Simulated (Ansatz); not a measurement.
C₅H₁₅N₂Si (SMILES CN(C)[Si](C)N(C)C), doublet, geometry from GFN2-xTB. Base run: MP2/6-31G run with Ansatz (a program for electronic structure).

Here is a job for Ansatz.
Ansatz 0.2 input:
```yaml
crystal:
  periodic: [false, false, false]
  atoms:
    - {symbol: C, position_ang: [2.42911425, 0.14893972, 1.29946826]}
    - {symbol: N, position_ang: [1.35903917, -0.26522210, 0.43359287]}
    - {symbol: C, position_ang: [1.49560796, -1.62915642, -0.00208307]}
    - {symbol: Si, position_ang: [-0.12147409, 0.64906371, 0.39536643]}
    - {symbol: C, position_ang: [0.24816781, 2.23045437, -0.61350139]}
    - {symbol: N, position_ang: [-1.29164595, -0.33051078, -0.44587289]}
    - {symbol: C, position_ang: [-2.19130465, 0.22706462, -1.41904632]}
    - {symbol: C, position_ang: [-1.85372746, -1.49179075, 0.19462288]}
    - {symbol: H, position_ang: [2.28970945, 1.18924391, 1.58019373]}
    - {symbol: H, position_ang: [2.47019164, -0.45518302, 2.21506570]}
    - {symbol: H, position_ang: [3.39018434, 0.04643618, 0.78529525]}
    - {symbol: H, position_ang: [0.71099494, -1.86270648, -0.71486176]}
    - {symbol: H, position_ang: [2.46694213, -1.76200953, -0.48989427]}
    - {symbol: H, position_ang: [1.44206548, -2.33799598, 0.83563189]}
    - {symbol: H, position_ang: [-0.60237413, 2.90364485, -0.63812357]}
    - {symbol: H, position_ang: [1.08081107, 2.76952925, -0.17391572]}
    - {symbol: H, position_ang: [0.52133067, 1.98375771, -1.63803406]}
    - {symbol: H, position_ang: [-3.13667552, 0.55211813, -0.96396338]}
    - {symbol: H, position_ang: [-1.73205897, 1.07876649, -1.90964269]}
    - {symbol: H, position_ang: [-2.42678671, -0.52811780, -2.17580139]}
    - {symbol: H, position_ang: [-2.81399645, -1.26342747, 0.67485946]}
    - {symbol: H, position_ang: [-2.02788702, -2.28006011, -0.54535953]}
    - {symbol: H, position_ang: [-1.17071372, -1.86382743, 0.95261815]}
basis:
  gaussian:
    orbitals: 6-31G
magnetization: {spin_polarized: true, initial_magnetization: 1}
correlation: {method: mp2}
```

Variants of this job, named by their change:

| change | basis functions | E (Eh) | MP2 correlation (Eh) | core-seconds (rough) |
|---|---|---|---|---|
| base | 106 | -596.41525 | -0.71994 | 8 |
| basis = STO-3G | ___ | ___ | ___ | 2 |
| basis = 3-21G | 106 | -593.38894 | -0.70952 | 5 |
| basis = pcseg-0 | 106 | ___ | ___ | 5 |
| basis = 6-31G* | 154 | -596.92459 | -1.05646 | 10 |
| basis = 6-31+G* | 186 | -596.94752 | -1.07086 | 10 |
| basis = cc-pVDZ | 191 | -597.04792 | -1.14840 | 20 |
| basis = pcseg-1 | 191 | -596.92905 | -1.14387 | 20 |
| basis = cc-pV(D+d)Z | 196 | -597.05893 | -1.14823 | 20 |
| basis = 6-311G** | ___ | ___ | ___ | 30 |
| basis = 6-311++G** | 290 | -597.19538 | -1.21898 | 60 |

Question: Complete the blanks.

Answer: 
- basis = STO-3G, basis functions: 59
- basis = STO-3G, E (Eh): -589.23426
- basis = STO-3G, MP2 correlation (Eh): -0.37813
- basis = pcseg-0, E (Eh): -595.36284
- basis = pcseg-0, MP2 correlation (Eh): -0.71478
- basis = 6-311G**, basis functions: 243
- basis = 6-311G**, E (Eh): -597.18162
- basis = 6-311G**, MP2 correlation (Eh): -1.21046

Totals compare only among sets that treat the same electrons; sets with core potentials leave the core out.
